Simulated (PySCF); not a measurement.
Ta(O)(OH)3 (H3O4Ta), SMILES [Ta]([OH])([OH])([OH])=[O], multiplicity 1. The structure is a stationary point at PBE-D3(BJ)/def2-SVP. The spin state was assumed, not searched. The def2 effective core potentials stand for the cores of Ta; spin–orbit coupling is left out. One conformer was computed; it need not be the lowest.

Computed with PBE-D3(BJ)/def2-SVP (PySCF).

Harmonic wavenumbers (cm⁻¹): 173, 173, 180, 200, 200, 308, 318, 318, 493, 493, 493, 693, 698, 698, 957, 3789, 3790, 3795. Rotational constants (GHz): 3.216, 3.216, 2.782; symmetry number 3.

Work out the zero-point energy and the ideal-gas rigid-rotor harmonic-oscillator thermochemistry at 298.15 K and 1 atm.

ZPE = ½ Σ hcν = ½ × 17768 cm⁻¹ = 25.40 kcal/mol. H − E(el) = 31.04 kcal/mol. Entropy in cal/(mol K): translation 42.42, rotation 24.63, vibration 18.49, total 85.54. G − E(el) = 5.53 kcal/mol. Cp = 28.92 cal/(mol K).
